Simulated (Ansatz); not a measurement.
Cu4Ag⁻. Charge -1, multiplicity 1. Geometry PBE-D4/def2-SVPD.

```xyz
5

Ag   -1.749    0.663   -0.512
Cu    0.650    1.061    0.091
Cu   -0.521   -0.145    1.724
Cu    1.233   -1.175    0.414
Cu    0.387   -0.404   -1.718
```

In the def2 sets Ag takes a core potential; there is no spin–orbit coupling. The restricted singlet is unstable towards broken spin symmetry in Hartree–Fock (as tested in another run); at PBE-D4/def2-TZVPD, r2SCAN-D4/def2-TZVPD, PBE0-D4/def2-TZVPD, r2SCAN0-D4/def2-TZVPD and others this wasn't settled. No other spin state of charge -1 was run. Another isomer (singlet) lies 0.32 eV lower at PBE0-D4/def2-TZVPD; other spin states weren't run for this one.

Task: Estimate the orbital energies around the gap (eV) in Ansatz with PBE-D4/def2-TZVPD, r2SCAN-D4/def2-TZVPD, PBE0-D4/def2-TZVPD, r2SCAN0-D4/def2-TZVPD, ωB97X-V/def2-TZVPD.

Result: 
| orbital | PBE-D4/def2-TZVPD | r2SCAN-D4/def2-TZVPD | PBE0-D4/def2-TZVPD | r2SCAN0-D4/def2-TZVPD | ωB97X-V/def2-TZVPD |
| --- | --- | --- | --- | --- | --- |
| HOMO−5 | -1.03 | -1.11 | -2.77 | -2.92 | -5.17 |
| HOMO−4 | -0.99 | -1.08 | -2.75 | -2.89 | -5.12 |
| HOMO−3 | -0.84 | -0.92 | -2.56 | -2.70 | -4.93 |
| HOMO−2 | -0.83 | -0.90 | -2.53 | -2.66 | -4.89 |
| HOMO−1 | -0.19 | -0.23 | -0.64 | -0.72 | -2.07 |
| HOMO | -0.17 | -0.22 | -0.60 | -0.68 | -2.06 |
| LUMO | 0.48 | 0.61 | 1.22 | 1.27 | 2.80 |
| LUMO+1 | 1.76 | 1.91 | 2.40 | 2.47 | 3.59 |
| LUMO+2 | 1.89 | 2.04 | 2.44 | 2.53 | 3.80 |
| LUMO+3 | 2.46 | 2.53 | 2.99 | 3.00 | 4.23 |
| LUMO+4 | 2.74 | 2.96 | 3.30 | 3.44 | 4.47 |
| LUMO+5 | 2.76 | 2.98 | 3.33 | 3.46 | 4.63 |
